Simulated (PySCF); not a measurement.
Cartesian coordinates (Å):
SMILES: S[SiH](S)S
```xyz
8

S     -1.0483     1.7675    -0.4968
Si     0.0110    -0.0025     0.0805
S     -1.0976    -1.7004    -0.6094
S      1.9110     0.0010    -0.9086
H     -0.2664     2.5850     0.2525
H      0.1868    -0.0518     1.5620
H     -2.0781    -1.5453     0.3158
H      2.3817    -1.0535    -0.1961
```
Charge 0, spin multiplicity 1.

Problem. What HOMO–LUMO gap, S1 oscillator strength and total energy does PBE-D3(BJ)/def2-TZVP (PySCF) give?

Solution. 
HOMO–LUMO gap: 5.33 eV
S1 oscillator strength: 0.002
total energy: -40435.00 eV
